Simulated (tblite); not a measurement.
C₃H₁₀OSi₂.
Atom-mapped SMILES: `[CH2:1]=[CH:2][Si@@H:3]([CH3:4])[O:5][SiH3:6]` (hydrogens: H7, H8 on C1; H9 on C2; H10 on Si3; H11, H12, H13 on C4; H14, H15, H16 on Si6)

Computed geometry: GFN2-xTB, gas phase.

Q: List the bond lengths, angles and torsions at this level.

A: 
```json
{"bond": "C1=C2", "length (Å)": "1.324", "order": "double"}
{"bond": "C2–Si3", "length (Å)": "1.886", "order": "single"}
{"bond": "Si3–C4", "length (Å)": "1.899", "order": "single"}
{"bond": "Si3–O5", "length (Å)": "1.625", "order": "single"}
{"bond": "O5–Si6", "length (Å)": "1.616", "order": "single"}
{"bond": "C1–H7", "length (Å)": "1.080", "order": "single"}
{"bond": "C1–H8", "length (Å)": "1.079", "order": "single"}
{"bond": "C2–H9", "length (Å)": "1.084", "order": "single"}
{"bond": "Si3–H10", "length (Å)": "1.467", "order": "single"}
{"bond": "C4–H11, C4–H12, C4–H13", "length (Å)": "1.086", "order": "single"}
{"bond": "Si6–H14, Si6–H15, Si6–H16", "length (Å)": "1.463", "order": "single"}
```

Bonds in one row agree within 0.01 Å and their mean is given. Orders are formal, as drawn. A selection of angles:
```json
{"angle": "C2–C1–H7", "degrees": "123.0"}
{"angle": "C2–C1–H8", "degrees": "121.1"}
{"angle": "H7–C1–H8", "degrees": "116.0"}
{"angle": "C1–C2–Si3", "degrees": "124.9"}
{"angle": "C1–C2–H9", "degrees": "118.3"}
{"angle": "Si3–C2–H9", "degrees": "116.8"}
{"angle": "C2–Si3–C4", "degrees": "110.1"}
{"angle": "C2–Si3–O5", "degrees": "110.2"}
{"angle": "C2–Si3–H10", "degrees": "111.2"}
{"angle": "C4–Si3–O5", "degrees": "108.5"}
{"angle": "C4–Si3–H10", "degrees": "112.5"}
{"angle": "O5–Si3–H10", "degrees": "104.1"}
{"angle": "Si3–C4–H11", "degrees": "111.5"}
{"angle": "H11–C4–H12", "degrees": "107.6"}
{"angle": "Si3–O5–Si6", "degrees": "162.6"}
{"angle": "O5–Si6–H14", "degrees": "105.1"}
{"angle": "O5–Si6–H15", "degrees": "107.6"}
{"angle": "H14–Si6–H15", "degrees": "112.4"}
```

Torsions: C1–C2–Si3–C4 -116° (anticlinal); C2–Si3–O5–Si6 -21° (synperiplanar).

Si6 (oxygen-bound silicon) is distorted tetrahedral (angles from 105.1° to 112.4°). Si3 (oxygen-bound silicon) is distorted tetrahedral (angles from 104.1° to 112.5°). O5 (siloxane oxygen) is bent (angle 162.6°). Of the pairs four or more bonds apart, Si6···H8 is among the closest relative to their van der Waals radii: 3.06 Å, 93 % of the sum of Bondi's values.

Point group: C1 (no symmetry element, even within 0.4 Å). Its GFN2-xTB frequencies are all real (lowest 32 cm⁻¹). One conformer, not necessarily the lowest.

Time: 0.92 s wall. Hardware: an Arm Neoverse V2 with one thread, shared host with 192 logical CPUs at a one-minute load of 81. That covers the optimisation of the geometry.
